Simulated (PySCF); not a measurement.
## CrH₂: adding exact exchange

Base calculation in PySCF with density fitting and no spin–orbit coupling, PBE/def2-TZVP (no relativity): quintet, C2v, Cr–H 1.637 Å (×2); H–Cr–H 109.2°; wavenumbers 591, 1670, 1677 cm⁻¹; dipole moment 3.01 D, polar-tensor charge of Cr 0.66 e, atomisation energy (no zero-point energy) 427 kJ/mol.

**Question.** What changes on going to PBE0/def2-TZVP (no relativity)?

**Answer.** The point group stays the same. Changes: mean bond to Cr +0.011 Å, smallest bond angle +2.0 degrees, highest wavenumber +3 cm⁻¹, lowest wavenumber +13 cm⁻¹, dipole moment +0.50 D, polar-tensor charge of Cr +0.12 e, atomisation energy (no zero-point energy) -32 kJ/mol. The new structure has Cr–H 1.648 Å (×2); H–Cr–H 111.2°, with wavenumbers 604, 1660, 1680 cm⁻¹.

Some spin contamination: CrH₂ (⟨S²⟩ 6.13). Open d or f shells are single determinants, so the state found may not be the ground state. The structures come from searches over a few start shapes, so lower isomers are not excluded.
